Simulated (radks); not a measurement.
Isoelectronic series with 2 electrons, all held in the configuration [He], which need not be the ground one along the series. All-electron calculation, Dirac Kohn-Sham, PBEsol, spin-unpolarised, spherical densities, finite nucleus; Fermi nuclear charge, rms radius of each element as measured or else 0.836 A^(1/3) + 0.57 fm. Program: a radial shooting solver on a logarithmic mesh with Libxc functionals. Total energies (hartree) and orbital eigenvalues (eV):

ion    E (hartree)      1s1/2
He        -2.85786   -15.4990
Be2+     -13.53621  -131.3914
C4+      -32.22076  -356.1805
O6+      -58.92618  -690.0540
Ne8+     -93.67041  -1133.245
Mg10+   -136.47630  -1686.051
Si12+   -187.37187  -2348.840
S14+    -246.39052  -3122.051
Ar16+   -313.57112  -4006.199
Ca18+   -388.95826  -5001.876
Ti20+   -472.60214  -6109.749
Cr22+   -564.55913  -7330.569
Fe24+   -664.89151  -8665.167
Ni26+   -773.66821  -10114.46
Zn28+   -890.96411  -11679.46
Ge30+  -1016.86159  -13361.26
Se32+  -1151.45055  -15161.07
Kr34+  -1294.82771  -17080.18
Sr36+  -1447.09793  -19120.01
Zr38+  -1608.37404  -21282.05
Mo40+  -1778.77588  -23567.93
Ru42+  -1958.43722  -25979.44
Pd44+  -2147.49832  -28518.46
